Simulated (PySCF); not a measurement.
ClCs, charge +1, doublet, geometry from GFN2-xTB (such geometries of metal compounds can be far from the true shape) (a state made from the parent by changing its charge; the spin is typed, not shown lowest) (all electrons, no relativity); B3LYP/3-21G in PySCF.

PySCF was given this input:
```python
from pyscf import gto, scf, dft

mol = gto.Mole()
mol.atom = '''
    Cs   -0.000000   -0.000000   -0.811463
    Cl    0.000000    0.000000    2.625321
'''
mol.basis = '3-21g'
mol.charge = 1
mol.spin = 1
mol.verbose = 4
mol.build()

mf = dft.UKS(mol)
mf.xc = 'b3lyp'
mf.kernel()
mf.analyze()
```

**Question.** What does PySCF print? Leave out banner, timings and long lists.

**Answer.** 
```
PySCF version 2.14.0

[INPUT] verbose = 4
[INPUT] num. atoms = 2
[INPUT] num. electrons = 71
[INPUT] charge = 1
[INPUT] spin (= nelec alpha-beta = 2S) = 1
[INPUT] symmetry False subgroup None
[INPUT] Mole.unit = angstrom
[INPUT] Symbol           X                Y                Z      unit          X                Y                Z       unit  Magmom
[INPUT]  1 Cs     0.000000000000   0.000000000000  -0.811463000000 AA    0.000000000000   0.000000000000  -1.533442830218 Bohr   0.0
[INPUT]  2 Cl     0.000000000000   0.000000000000   2.625321000000 AA    0.000000000000   0.000000000000   4.961137679069 Bohr   0.0

nuclear repulsion = 143.966188218462
number of shells = 22
number of NR pGTOs = 111
number of NR cGTOs = 48
basis = 3-21g
ecp = {}

******** <class 'pyscf.dft.uks.UKS'> ********
method = UKS
initial guess = minao
damping factor = 0
level_shift factor = 0
DIIS = <class 'pyscf.scf.diis.CDIIS'>
diis_start_cycle = 1
diis_space = 8
diis_damp = 0
SCF conv_tol = 1e-09
SCF conv_tol_grad = None
SCF max_cycles = 50
direct_scf = True
direct_scf_tol = 1e-13
number electrons alpha = 36  beta = 35
XC library pyscf.dft.libxc version 7.1.2
    S. Lehtola, C. Steigemann, M. J. T. Oliveira, and M. A. L. Marques,  SoftwareX 7, 1–5 (2018)
XC functionals = b3lyp
    P. J. Stephens, F. J. Devlin, C. F. Chabalowski, and M. J. Frisch,  J. Phys. Chem. 98, 11623 (1994)
radial grids:
    Treutler-Ahlrichs [JCP 102, 346 (1995); DOI:10.1063/1.469408] (M4) radial grids

becke partition: Becke, JCP 88, 2547 (1988); DOI:10.1063/1.454033
pruning grids: <function nwchem_prune>
grids dens level: 3
symmetrized grids: False
atomic radii adjust function: <function treutler_atomic_radii_adjust>
small_rho_cutoff = 0
Set gradient conv threshold to 3.16228e-05
tot grids = 42592
init E= -7969.91390861314

cycle= 1 E= -7990.62945951744  delta_E= -20.7  |g|= 0.0863  |ddm|= 1.06
cycle= 2 E= -7990.63081361147  delta_E= -0.00135  |g|= 0.0145  |ddm|= 0.154
cycle= 3 E= -7990.63090613691  delta_E= -9.25e-05  |g|= 0.00349  |ddm|= 0.0326
cycle= 4 E= -7990.63091318875  delta_E= -7.05e-06  |g|= 0.000581  |ddm|= 0.00699
cycle= 5 E= -7990.63091341183  delta_E= -2.23e-07  |g|= 0.000222  |ddm|= 0.00125
cycle= 6 E= -7990.63091344169  delta_E= -2.99e-08  |g|= 1.18e-05  |ddm|= 0.000376
cycle= 7 E= -7990.63091344183  delta_E= -1.39e-10  |g|= 5.74e-07  |ddm|= 3.09e-05
Extra cycle  E= -7990.63091344182  delta_E= 1e-11  |g|= 1.42e-07  |ddm|= 1.52e-06
converged SCF energy = -7990.63091344182  <S^2> = 0.75024412  2S+1 = 2.0002441
**** SCF Summaries ****
Total Energy =                       -7990.630913441823395
Nuclear Repulsion Energy =             143.966188218462378
One-electron Energy =               -11239.718856673020127
Two-electron Energy =                 3105.121755012733956
Two-electron Coulomb Energy =         3319.786585396561804
DFT Exchange-Correlation Energy =     -214.664830383828075
**** MO energy ****
                             alpha | beta                alpha | beta
MO #1   energy= -1253.98972947826  | -1253.98972966047  occ= 1 | 1
MO #2   energy= -193.007771415395  | -193.00777161606   occ= 1 | 1
MO #3   energy= -181.832130026765  | -181.832132033183  occ= 1 | 1
MO #4   energy= -181.832098159373  | -181.832096319446  occ= 1 | 1
MO #5   energy= -181.832088840351  | -181.832089040077  occ= 1 | 1
MO #6   energy= -101.018794678669  | -101.01179240102   occ= 1 | 1
MO #7   energy= -40.5378857746768  | -40.5378860775612  occ= 1 | 1
MO #8   energy= -35.7626553090022  | -35.7626530888591  occ= 1 | 1
MO #9   energy= -35.7626252443864  | -35.7626255686489  occ= 1 | 1
MO #10  energy= -35.7624891319475  | -35.7624915801002  occ= 1 | 1
MO #11  energy= -26.7990288242048  | -26.799027891516   occ= 1 | 1
MO #12  energy= -26.799028032326   | -26.7990271790726  occ= 1 | 1
MO #13  energy= -26.7989135482332  | -26.7989136192525  occ= 1 | 1
MO #14  energy= -26.798893708832   | -26.7988949231546  occ= 1 | 1
MO #15  energy= -26.7988648327747  | -26.7988660709444  occ= 1 | 1
MO #16  energy= -9.58476185989821  | -9.57802125322917  occ= 1 | 1
MO #17  energy= -7.89490419274696  | -7.89490478889844  occ= 1 | 1
MO #18  energy= -7.36910965447869  | -7.34703649650818  occ= 1 | 1
MO #19  energy= -7.34550232515119  | -7.3413888136419   occ= 1 | 1
MO #20  energy= -7.34451736938379  | -7.3404173046696   occ= 1 | 1
MO #21  energy= -6.15645134956387  | -6.15644644565989  occ= 1 | 1
MO #22  energy= -6.15635305766504  | -6.15635375880591  occ= 1 | 1
MO #23  energy= -6.15597191985599  | -6.1559771944459   occ= 1 | 1
MO #24  energy= -3.1323772939062   | -3.13237445783467  occ= 1 | 1
MO #25  energy= -3.13237286300997  | -3.13237035093993  occ= 1 | 1
MO #26  energy= -3.13206602897495  | -3.13206633944337  occ= 1 | 1
MO #27  energy= -3.13197822611746  | -3.13198180655434  occ= 1 | 1
MO #28  energy= -3.13191081876252  | -3.13191434306813  occ= 1 | 1
MO #29  energy= -1.16135945421538  | -1.16134682059115  occ= 1 | 1
MO #30  energy= -0.99714086179704  | -0.94538778127534  occ= 1 | 1
MO #31  energy= -0.723245985405112 | -0.72303466890337  occ= 1 | 1
MO #32  energy= -0.72306453750364  | -0.723023235385686 occ= 1 | 1
MO #33  energy= -0.722604276647927 | -0.722607190024059 occ= 1 | 1
MO #34  energy= -0.558248437919824 | -0.492081110754964 occ= 1 | 1
MO #35  energy= -0.5099699173894   | -0.486600663691356 occ= 1 | 1
MO #36  energy= -0.504569558193401 | -0.400213042130279 occ= 1 | 0
MO #37  energy= -0.17601972679502  | -0.175664115897959 occ= 0 | 0
MO #38  energy= 0.0134781959495465 | 0.0138783349127845 occ= 0 | 0
MO #39  energy= 0.0148817150339315 | 0.0148973204446036 occ= 0 | 0
MO #40  energy= 0.0275515213983475 | 0.0285841712459569 occ= 0 | 0
MO #41  energy= 0.0487954126667876 | 0.0493491324385253 occ= 0 | 0
MO #42  energy= 0.343287039727748  | 0.361094113090126  occ= 0 | 0
MO #43  energy= 0.380015206778322  | 0.423132575156284  occ= 0 | 0
MO #44  energy= 0.414536205783823  | 0.426714244351179  occ= 0 | 0

To work with the spin densities directly, `use mulliken_meta_spin()` only printing them here.

 ** Mulliken spin pop alpha/beta on meta-lowdin orthogonal AOs **
 ** Mulliken Spin Density (per AO)  **
spin_pop of  0 Cs 1s       -0.00000
spin_pop of  0 Cs 2s       -0.00000
spin_pop of  0 Cs 3s       -0.00000
spin_pop of  0 Cs 4s       -0.00000
spin_pop of  0 Cs 5s       -0.00000
spin_pop of  0 Cs 6s       -0.00109
spin_pop of  0 Cs 7s       -0.00007
spin_pop of  0 Cs 2px       0.00000
spin_pop of  0 Cs 2py       0.00000
spin_pop of  0 Cs 2pz      -0.00000
spin_pop of  0 Cs 3px       0.00000
spin_pop of  0 Cs 3py       0.00000
spin_pop of  0 Cs 3pz      -0.00000
spin_pop of  0 Cs 4px       0.00000
spin_pop of  0 Cs 4py       0.00000
spin_pop of  0 Cs 4pz      -0.00000
spin_pop of  0 Cs 5px       0.00001
spin_pop of  0 Cs 5py       0.00004
spin_pop of  0 Cs 5pz       0.00000
spin_pop of  0 Cs 6px      -0.00002
spin_pop of  0 Cs 6py       0.00001
spin_pop of  0 Cs 6pz      -0.00009
spin_pop of  0 Cs 7px      -0.00001
spin_pop of  0 Cs 7py       0.00001
spin_pop of  0 Cs 7pz      -0.00006
spin_pop of  0 Cs 3dxy      0.00000
spin_pop of  0 Cs 3dyz      0.00000
spin_pop of  0 Cs 3dz^2    -0.00000
spin_pop of  0 Cs 3dxz      0.00000
spin_pop of  0 Cs 3dx2-y2    0.00000
spin_pop of  0 Cs 4dxy     -0.00000
spin_pop of  0 Cs 4dyz      0.00000
spin_pop of  0 Cs 4dz^2    -0.00000
spin_pop of  0 Cs 4dxz      0.00000
spin_pop of  0 Cs 4dx2-y2   -0.00000
spin_pop of  1 Cl 1s       -0.00000
spin_pop of  1 Cl 2s       -0.00000
spin_pop of  1 Cl 3s        0.00054
spin_pop of  1 Cl 4s       -0.00003
spin_pop of  1 Cl 2px       0.00002
spin_pop of  1 Cl 2py       0.00008
spin_pop of  1 Cl 2pz      -0.00000
spin_pop of  1 Cl 3px       0.22667
spin_pop of  1 Cl 3py       0.77217
spin_pop of  1 Cl 3pz       0.00075
spin_pop of  1 Cl 4px       0.00031
spin_pop of  1 Cl 4py       0.00072
spin_pop of  1 Cl 4pz       0.00006
 ** Mulliken Spin Density (per atom)  **
spin density of  0 Cs =     -0.00127
spin density of  1 Cl =      1.00127
 ** Mulliken pop alpha/beta on meta-lowdin orthogonal AOs **
 ** Mulliken pop       alpha | beta **
In total            36.00000 | 35.00000
 ** Mulliken atomic charges   ( Nelec_alpha | Nelec_beta ) **
charge of  0Cs =      0.97288  (    27.01292     27.01420 )
charge of  1Cl =      0.02712  (     8.98708      7.98580 )

WARN: System has nonzero charge 1; the dipole moment is origin-dependent.
Location of origin: [0. 0. 0.]

Dipole moment(X, Y, Z, Debye):  0.00000,  0.00000, -3.58935
```
